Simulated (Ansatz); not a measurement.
System: sum formula BNHBr₂, net charge 0, doublet state. It need not be the lowest isomer of its formula. 
Structure (B3LYP-D3(BJ)/def2-TZVP (Ansatz, a program for electronic structure) minimum search):
```
B
N 1 1.3772
H 2 1.0118 1 129.72
Br 1 1.9306 2 119.25 3 -92.49
Br 1 1.9306 2 119.25 3 92.49
```
Charge 0, spin multiplicity 2.

Basis-set convergence of Hartree-Fock and CCSD correlation energies (hartree) with Ansatz. Cores are frozen in the correlated levels unless marked. UHF or UKS for open shells. No spin-orbit coupling. Frozen are the shells of the preceding noble gas and the d and f shells that filled before the atom's block. Non-relativistic.

| basis | functions | E(HF) | E(corr, CCSD) |
|---|---|---|---|
| aug-cc-pVDZ | 127 | -5224.56504 | -0.50130 |
| aug-cc-pVTZ | 233 | -5224.73044 | -0.63443 |
| aug-cc-pVQZ | 392 | -5224.74060 | -0.67787 |

Extrapolating the two largest sets (X = 3 and 4) as X^-3: E(corr) = (64·(-0.67787) - 27·(-0.63443))/37 = -0.7096 Eh, an estimate of the basis-set limit. The largest set recovers 95.5 % of it, the smallest 70.6 %.
